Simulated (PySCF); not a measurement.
Two species compared at the same levels of theory.

First species: C4H7N.
Cartesian coordinates in Å at the GFN2-xTB level; atoms count from 1:
```xyz
12
C4H7N angstrom
C      1.5804    0.6959    0.1405
C      1.0447   -0.4585   -0.2244
C     -0.3994   -0.7179   -0.3981
C     -1.3915   -0.1747    0.5712
N     -1.3257    0.3339   -0.7725
H      0.9873    1.5711    0.3564
H      2.6441    0.8180    0.2435
H      1.6818   -1.3078   -0.4289
H     -0.6350   -1.6732   -0.8548
H     -1.0262    0.4245    1.3973
H     -2.2750   -0.7577    0.7944
H     -0.8842    1.2456   -0.8506
```

Second species: C₅H₇NO.
Numbering: `[CH3:1][CH2:2][c:3]1[cH:4][cH:5][n:6][o:7]1` (hydrogens: H8, H9, H10 on C1; H11, H12 on C2; H13 on C4; H14 on C5)

Levels: PBE0/def2-SVPD for dipole moment, HOMO energy, LUMO energy, HOMO–LUMO gap, static isotropic polarisability and electronic spatial extent ⟨r²⟩ about the centre of nuclear charge; TDDFT PBE0/def2-SVPD for lowest singlet excitation; TDA PBE0/def2-SVPD for lowest triplet excitation (Tamm–Dancoff); GFN2-xTB for rotational constant A and rotational constant C. Geometries: GFN2-xTB. All species are isolated and taken at one optimised geometry, non-relativistic unless stated. Electronic properties by PySCF.

The conformers computed, where there is a choice (atom-mapped SMILES and torsion angles):
- `[CH2:1]=[CH:2][C@H:3]1[CH2:4][NH:5]1`: C1–C2–C3–C4 -41°
- `[CH3:1][CH2:2][c:3]1[cH:4][cH:5][n:6][o:7]1`: C1–C2–C3–C4 -94°

| property | column X | column Y |
| --- | --- | --- |
| dipole moment | 3.31 D | 1.39 D |
| HOMO energy | -7.40 eV | -6.73 eV |
| LUMO energy | -0.32 eV | -0.18 eV |
| HOMO–LUMO gap | 7.08 eV | 6.55 eV |
| lowest singlet excitation | 6.39 eV | 5.58 eV |
| lowest triplet excitation (Tamm–Dancoff) | 4.24 eV | 3.97 eV |
| static isotropic polarisability | 66.5 au | 54.3 au |
| electronic spatial extent ⟨r²⟩ about the centre of nuclear charge | 746 bohr² | 405 bohr² |
| rotational constant A | 6.934 GHz | 11.684 GHz |
| rotational constant C | 1.717 GHz | 3.682 GHz |

Q: Which column belongs to which species?

A: Column X is the second species and column Y the first. The first has 12 atoms and 38 electrons, the second 14 and 52.

Q: How does each property change from the first species to the second?

A: dipole moment +1.92 D; HOMO energy -0.67 eV; LUMO energy -0.14 eV; HOMO–LUMO gap +0.53 eV; lowest singlet excitation +0.81 eV; lowest triplet excitation (Tamm–Dancoff) +0.27 eV; static isotropic polarisability +12.2 au; electronic spatial extent ⟨r²⟩ about the centre of nuclear charge +341 bohr²; rotational constant A -4.750 GHz; rotational constant C -1.965 GHz.

On the first: A dipole of 1.39 D is allowed in C1, and pure rotational transitions are dipole-allowed. The polarisability is 8.05 Å³ as a volume (1 au = 0.148185 Å³), or 1.43 au for each of the 38 electrons.

On the second: The principal polarisabilities are 50.9, 64.0 and 84.5 au; their mean is the isotropic value. The vertical singlet–triplet gap S1 − T1 is 2.15 eV (TDDFT singlet less Tamm–Dancoff triplet; S1: HOMO−1→LUMO, weight 0.50, beside HOMO→LUMO, weight 0.46; T1: HOMO→LUMO, weight 0.91).
